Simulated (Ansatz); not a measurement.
Basis sets compared for Ge(vinyl)3(nBu) (C10H18Ge). Total charge 0; singlet. Geometry PBE0-D4/def2-SVP. Ansatz on 4 threads of Arm Neoverse V1 on a shared host; times are rough, and most runs start from earlier orbitals.

```xyz
29

Ge    0.968    0.016    0.223
C     2.033   -0.703    1.684
C     3.297   -1.110    1.536
H     1.574   -0.767    2.679
H     3.804   -1.068    0.565
H     3.885   -1.506    2.373
C     1.824   -0.435   -1.466
C     2.520    0.442   -2.195
H     1.736   -1.468   -1.831
H     2.642    1.484   -1.876
H     2.999    0.166   -3.142
C     0.905    1.955    0.389
C     1.719    2.646    1.192
H     0.173    2.507   -0.215
H     2.473    2.148    1.813
H     1.675    3.739    1.267
C    -0.844   -0.733    0.264
C    -1.752   -0.194   -0.838
C    -3.140   -0.832   -0.886
C    -3.991   -0.580    0.349
H    -0.751   -1.830    0.184
H    -1.265   -0.530    1.263
H    -1.865    0.899   -0.723
H    -1.263   -0.339   -1.818
H    -3.671   -0.453   -1.776
H    -3.029   -1.920   -1.043
H    -4.995   -1.019    0.241
H    -3.541   -1.015    1.255
H    -4.120    0.500    0.531
```

The 6-31G sets use Cartesian d functions. B3LYP takes the VWN-RPA correlation.

Binding counts from free atoms (Ge triplet, C triplet, H doublet) in the same basis, without a counterpoise term.

| level | functions | energy (Eh) | HOMO (eV) | LUMO (eV) | binding per atom (eV) | wall time |
| --- | --- | --- | --- | --- | --- | --- |
| HF/STO-3G | 86 | -2436.2310 | -8.12 | 8.33 | 3.95 | 0.85 s |
| HF/6-31G | 155 | -2463.9825 | -9.68 | 4.10 | 3.05 | 2.8 s |
| PBE-D4/def2-SVP | 262 | -2467.4485 | -6.18 | -1.00 | 4.33 | 5.5 s |
| B3LYP-D4/6-31G | 155 | -2468.5091 | -6.92 | 0.09 | 4.18 | 5 s |
| PBE0-D4/def2-SVP | 262 | -2467.5731 | -7.34 | 0.01 | 4.28 | 10 s |

Q: Estimate the rows for HF/def2-TZVP, PBE-D4/def2-TZVP, B3LYP-D4/def2-TZVP, PBE0-D4/def2-TZVP.

A: 
```
             level  functions  energy (Eh)  HOMO (eV)  LUMO (eV)  binding per atom (eV)  wall time
      HF/def2-TZVP        466   -2464.6041      -9.82       3.40                   3.15       21 s
  PBE-D4/def2-TZVP        466   -2468.1371      -6.26      -1.21                   4.30       11 s
B3LYP-D4/def2-TZVP        466   -2469.0872      -7.16      -0.44                   4.21       23 s
 PBE0-D4/def2-TZVP        466   -2468.2506      -7.38      -0.21                   4.24       25 s
```
